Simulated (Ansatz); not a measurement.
AlClH3NOSi (`O[SiH]1[NH][Al]1[Cl]`). Total charge 0; spin multiplicity 1. The structure was optimised at the PBE0-D4/def2-TZVP level. It is one conformer, not always the lowest.

```xyz
8

O     1.702   -1.274   -0.170
Si    0.715   -0.017   -0.558
N    -0.999   -0.169   -0.253
Al   -0.664    1.236    0.791
Cl   -1.853    2.380    2.073
H     1.633   -1.620    0.722
H     1.141    0.270   -1.950
H    -1.674   -0.806   -0.655
```

Q: What is the dipole moment at ωB97M-V/def2-TZVPP? (Best estimate.)

A: Computed: 1.07 D, with components (-0.48, -0.85, 0.43) D in this frame, pointing from negative to positive charge.

Q: And with PBE, r2SCAN, B3LYP? (Estimate.)

A: The calculation gave: PBE 1.22 D, r2SCAN 1.22 D, B3LYP 1.07 D.

Q: Give the Mulliken charges with ωB97M-V, B3LYP, PBE in def2-TZVPP. (Estimate.)

A: Computed: 
| atom | ωB97M-V | B3LYP | PBE |
| --- | --- | --- | --- |
| O1 | -0.36 | -0.37 | -0.33 |
| Si2 | 0.43 | 0.46 | 0.36 |
| N3 | -0.33 | -0.34 | -0.28 |
| Al4 | 0.24 | 0.27 | 0.22 |
| Cl5 | -0.20 | -0.23 | -0.21 |
| H6 | 0.18 | 0.19 | 0.19 |
| H7 | -0.04 | -0.08 | -0.07 |
| H8 | 0.08 | 0.11 | 0.11 |

B3LYP here is the variant with VWN-RPA as its local correlation; programs differ in this.
